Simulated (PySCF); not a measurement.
# C+: excitation energy

C+ [He] 2s2 2p1 (2P) → C+ [He] 2s2 3s1 (2S), as a difference of total energies. Computed with PySCF 2.14 in aug-cc-pVQZ-DK (6s5p4d3f2g, 80 functions), with the spin-free X2C one-electron Hamiltonian (Gaussian nucleus). Correlated levels: valence: 1s2 frozen. The calculations carry no spin-orbit coupling.

```
           method  excitation energy (cm⁻¹)  error (cm⁻¹)
              UHF                    115800          -696
    MP2 (valence)                    115690          -806
SCS-MP2 (valence)                    115570          -927
   CCSD (valence)                    116680          +189
CCSD(T) (valence)                    115940          -551
```

Reference: 116500 cm⁻¹ (measured; NIST levels, between the centres of gravity of the two terms).

Errors of the correlated levels include the incompleteness of this basis and the frozen core.

The coupled-cluster amplitudes are large for the upper state (T1 above 0.03 or a double amplitude above 0.15), so a single reference is strained.
